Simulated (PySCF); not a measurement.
# `F[C@H]1C[C@H]2CC[C@@H]1N2`, C6H10FN

Molfile (atoms numbered from 1):
```
C6H10FN
     RDKit          3D

 18 19  0  0  0  0  0  0  0  0999 V2000
   -0.0620    2.1277   -1.0931 F   0  0  0  0  0  0  0  0  0  0  0  0
   -0.5489    1.4269   -0.0134 C   0  0  1  0  0  0  0  0  0  0  0  0
   -1.4497    0.2571   -0.4440 C   0  0  0  0  0  0  0  0  0  0  0  0
   -0.7276   -0.9369    0.1934 C   0  0  1  0  0  0  0  0  0  0  0  0
    0.5466   -1.2336   -0.6242 C   0  0  0  0  0  0  0  0  0  0  0  0
    1.4531   -0.0526   -0.2299 C   0  0  0  0  0  0  0  0  0  0  0  0
    0.5607    0.7083    0.7733 C   0  0  2  0  0  0  0  0  0  0  0  0
   -0.2408   -0.3198    1.4241 N   0  0  0  0  0  0  0  0  0  0  0  0
   -1.0735    2.1574    0.6089 H   0  0  0  0  0  0  0  0  0  0  0  0
   -2.4546    0.3675   -0.0427 H   0  0  0  0  0  0  0  0  0  0  0  0
   -1.5016    0.1895   -1.5285 H   0  0  0  0  0  0  0  0  0  0  0  0
   -1.3651   -1.8009    0.3715 H   0  0  0  0  0  0  0  0  0  0  0  0
    0.3449   -1.2706   -1.6925 H   0  0  0  0  0  0  0  0  0  0  0  0
    0.9792   -2.1894   -0.3253 H   0  0  0  0  0  0  0  0  0  0  0  0
    1.7240    0.5724   -1.0775 H   0  0  0  0  0  0  0  0  0  0  0  0
    2.3688   -0.3886    0.2576 H   0  0  0  0  0  0  0  0  0  0  0  0
    1.0998    1.3499    1.4675 H   0  0  0  0  0  0  0  0  0  0  0  0
    0.3379   -0.9581    1.9632 H   0  0  0  0  0  0  0  0  0  0  0  0
  1  2  1  0
  2  3  1  0
  3  4  1  0
  4  5  1  0
  5  6  1  0
  6  7  1  0
  7  8  1  0
  7  2  1  0
  8  4  1  0
  2  9  1  1
  3 10  1  0
  3 11  1  0
  4 12  1  1
  5 13  1  0
  5 14  1  0
  6 15  1  0
  6 16  1  0
  7 17  1  1
  8 18  1  0
M  END
```

Method used: TDDFT CAM-B3LYP/def2-SVPD circular dichroism and optical rotation, one conformer, gas phase in PySCF. Geometry: GFN2-xTB.

States above about 8.5 eV (minus the energy of the highest occupied orbital) lie near or above the ionisation threshold and depend on the basis.

Stereocentres: C2 S, C4 R, C7 S.

**Question.** What is the specific rotation at 633, 589.3, 546, 436, 405, 365, 355 nm?

**Answer.** [α] in deg dm⁻¹ (g/mL)⁻¹:
| λ (nm) | origin-invariant length gauge | modified velocity gauge | length gauge (centre of mass) | isotropic polarisability (au) |
| --- | --- | --- | --- | --- |
| 633 | -7.3 | -6.5 | -7.3 | 72.6 |
| 589.3 | -8.6 | -7.6 | -8.5 | 72.8 |
| 546 | -10.2 | -9.0 | -10.1 | 73.0 |
| 436 | -17.3 | -15.2 | -17.1 | 74.0 |
| 405 | -20.8 | -18.2 | -20.5 | 74.5 |
| 365 | -27.4 | -23.8 | -27.0 | 75.2 |
| 355 | -29.5 | -25.7 | -29.1 | 75.5 |

**Question.** And for the mirror image at 589.3 nm?

**Answer.** +8.6 deg dm⁻¹ (g/mL)⁻¹ (origin-invariant length gauge): the same size and the opposite sign.

**Question.** What is the molar rotation [Φ] = [α]·M/100 of the geometry above at 589.3 nm?

**Answer.** With M = 115.15 g/mol, -9.9 deg cm² dmol⁻¹ (origin-invariant length gauge).

The first excitation lies at 6.51 eV (190 nm) with R = 0.0 × 10⁻⁴⁰ esu² cm² (velocity form).
